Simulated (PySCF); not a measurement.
Structure problem from calculated spectra and properties.

Elements present: B, C, H and O. Monoisotopic mass: 120.0383 u.

* 13C NMR: chemical shifts (computed TMS as zero) by class: 151.5 (2 C), 125.8 (2 C), 114.9 (2 C) ppm [GIAO PBE/pcSseg-1]
* Couplings: largest of the computed one-bond spin–spin couplings (means over like bonds): 11B–1H +207.0, 13C–1H +172.3 (×2), 13C–1H +169.2 (×2), 17O–11B +3.6 (×2) Hz [B3LYP/pcJ-1, spin–dipole term left out for some pairs]
* Dipole: 1.25 D [B3LYP/def2-SVPD]
* UV, first state: lowest singlet excitation: 5.17 eV (240 nm, f = 0.063) [TDDFT B3LYP/def2-SVPD]
* Polarisability: 85.1 au [B3LYP/def2-SVPD]
* Rotational structure: rotational constants A, B, C: 3.892, 1.695, 1.181 GHz [PBE0-D3(BJ)/def2-SVP]

The electronic properties come from PySCF, for the isolated species, density fitting. Levels stand in brackets. Geometry: PBE0-D3(BJ)/def2-SVP; no solvent, vibrations or thermal averaging. NMR classes are plain means over equivalent atoms (diastereotopic ones count apart unless rotation or inversion swaps them), as if these changed places fast.

Task: Which formula fits the mass and the elements?

Result: C6H5BO2 (calculated 120.0383). No other formula that holds each of these elements comes within 0.0003 u with a fitting electron parity and a possible valence count.

Task: What is the compound? Reason from the data.

Result: Numbering: `[BH:1]1[O:2][c:3]2[cH:4][cH:5][cH:6][cH:7][c:8]2[O:9]1`. 6 carbons fall into 3 classes; from least to most shielded: aromatic carbon bearing oxygen [C3/C8] (151.5 ppm, 2 C), aromatic CH carbon [C5/C6] (125.8 ppm, 2 C), aromatic CH carbon [C4/C7] (114.9 ppm, 2 C). The couplings run between: +207.0 Hz, ring boron [B1] and its hydrogen; +172.3 Hz, aromatic CH carbon [C4] and its hydrogen (with 1 like pair); +169.2 Hz, aromatic CH carbon [C5] and its hydrogen (with 1 like pair); +3.6 Hz, ring oxygen [O2] and ring boron [B1] (with 1 like pair). S1 is mainly HOMO→LUMO (weight 0.76); the largest Löwdin shares of the orbital it empties are 0.17 on each of 2 atoms of one kind (aromatic CH carbon) and 0.16 on each of 2 atoms of one kind (aromatic carbon bearing oxygen), of the orbital it fills 0.20 on each of 2 atoms of one kind (aromatic CH carbon) and 0.09 on the ring boron. The optimised geometry has point group C2v and is an asymmetric top. Structure: `c1ccc2c(OBO2)c1`. The assignments are read from this structure; whether some other isomer fits the data as well wasn't checked.
